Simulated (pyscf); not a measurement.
H₃C–C(F)(F)–F (SMILES CC(F)(F)F) + Br• (SMILES [Br]) → H₃C–Br (SMILES CBr) + F–C•(F)–F (SMILES F[C](F)F), a substitution at C (doublet surface; C–C broken, Br–C formed). Single points on ωB97X-D3(BJ)/def2-SVP structures (PySCF, gas phase). Energies in kcal/mol from the separated reactants.

GFN2-xTB: tblite. Open shells are spin-unrestricted. 

**Question.** Quick GFN2-xTB single points give ΔE‡ = 53.1 kcal/mol and ΔE = +48.2 kcal/mol. What does ωB97M-D3(BJ)/def2-TZVP give, and how far is the quick result from it?

**Answer.** ωB97M-D3(BJ)/def2-TZVP gives ΔE‡ = 49.7 kcal/mol and ΔE = +33.1 kcal/mol. GFN2-xTB lies 3.5 kcal/mol over it in the barrier and 15.0 kcal/mol over it in the reaction energy, so on this step it does not hold to within 3.0 kcal/mol. ωB97M-D3(BJ)/def2-TZVP has limits of its own. This is the saddle that the search found; another between the same sides may lie lower. The angle at the attacked C is 180°. Left out: the spin-orbit lowering of Br, which is large for Br, Se, Te and I. In the def2 sets elements up to Kr have no core potential.
